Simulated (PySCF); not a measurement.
**Zn: ionisation energy**

Zn [Ar] 3d10 4s2 (1S) → Zn⁺ [Ar] 3d10 4s1 (2S), as a difference of total energies. Calculation: PySCF 2.14, in aug-cc-pwCVDZ-PP with ECP10MDF (6s6p5d3f, 70 functions); scalar relativity through the core potential. Correlated levels: valence: 3s2 3p6 frozen. The calculations carry no spin-orbit coupling.

```csv
method,ionisation energy (eV),error (eV)
UHF,7.792,-1.602
MP2 (valence),9.073,-0.321
SCS-MP2 (valence),9.088,-0.306
CCSD (valence),9.119,-0.275
CCSD(T) (valence),9.235,-0.159
```

Reference: 9.394 eV (measured; NIST Atomic Spectra Database, ionization energies).

Errors of the correlated levels include the incompleteness of this basis and the frozen core.
